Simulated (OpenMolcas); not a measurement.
Br4+: the spin-orbit constant, worked from levels

- Program: OpenMolcas
- Basis: ANO-RCC [9s8p6d4f2g]
- Scalar Hamiltonian: DKH2, point nucleus
- Active space: 1 electron in 9 orbitals (RAS2 4p; RAS3 4d 5s, at most 1 electron)
- State averaging: 2S+1 = 2 odd, 3 roots; 2S+1 = 2 even, 6 roots
- Spin-orbit coupling: state interaction with AMFI integrals over the reference wave functions, term energies averaged over their components

Methods: RASSCF; SS-RASPT2, IPEA 0.25 Eh, imaginary shift 0.1 Eh (closed shells correlated: 3d 4s). Measured levels: Moore, Atomic Energy Levels, vol. II, NSRDS-NBS 35 (1971 reprint of NBS Circular 467, 1952).

**The spin-orbit constant.** For the Hund term ²P° of p1, E(J) = (A/2) J(J+1) + constant and ζ = 2S·A = A. From J = 1/2 to J = 3/2 the energy changes by 1.5 A.

```csv
Source,E(3/2) - E(1/2),A,ζ
RASSCF,5576.1,3717.4,3717
SS-RASPT2,5576.1,3717.4,3717
measured,6090.0,4060.0,4060
```

All in cm-1. SS-RASPT2 is off by -8.4 % and RASSCF by -8.4 %. Both methods take the spin-orbit matrix elements from the reference wave functions, so the second can move ζ only through the term energies and any multistate remixing.

Over all roots computed the reference weight is 0.91 to 0.97 in SS-RASPT2; the roots of lowest weight are the least certain, and an intruder state may touch them. With one active electron the reference holds no correlation, so core polarisation is missing (holds for RASSCF). With one active electron, CASPT2 adds the correlation within the correlated inactive shells and between them and that electron, and leaves the splitting within a term as the reference gives it (holds for SS-RASPT2). Measured partners are found by configuration, term and J. A level has none where our copy of the source lacks it or the pairing is in doubt (some pairs that miss far off the trend of their configuration count as doubtful), and it then counts in no deviation. Only configurations of the active space appear.

° marks odd parity.
